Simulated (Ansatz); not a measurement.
`[BH2][Zn][OH]`, charge 0, multiplicity 1.

Give a relaxed structure at PBE0-D4/def2-TZVP (the Gaussian-basis code of Ansatz). (An estimate is asked.)

Computed: 
```xyz
6

B     0.950   -0.373   -1.081
Zn   -0.336    0.262    0.364
O    -1.443    0.931    1.591
H     1.212   -1.531   -1.236
H     1.491    0.391   -1.828
H    -1.875    0.321    2.190
```
Point group Cs.
